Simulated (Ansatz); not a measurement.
Mulliken charges of BrHInO, SMILES `[OH][In][Br]` radical from r2SCAN/def2-TZVPP in Ansatz (PBE0-D4/def2-TZVP geometry).

| atom | x (Å) | y (Å) | z (Å) | charge (e) |
| --- | --- | --- | --- | --- |
| O1 | -0.979 | -0.727 | 0.163 | -0.488 |
| In2 | 0.257 | 0.834 | -0.055 | 0.646 |
| Br3 | 2.673 | 0.302 | -0.434 | -0.352 |
| H4 | -1.895 | -0.470 | 0.306 | 0.194 |

Task: By hand: the dipole of these point charges (1 e Å = 4.8032 D).

Result: Σ q r = (-0.665, 0.696, 0.097) e Å, of length 0.967 e Å = 4.64 D.

Task: How does the dipole of the full density compare? (Best estimate.)

Result: The calculation gave: (-0.553, 0.443, 0.082) e Å, 3.43 D; the point charges give 1.35 times that, at 8° from its direction.

Point charges leave out the atoms' own dipoles, such as those of lone pairs, and Mulliken's split depends on the basis, so the two needn't agree.
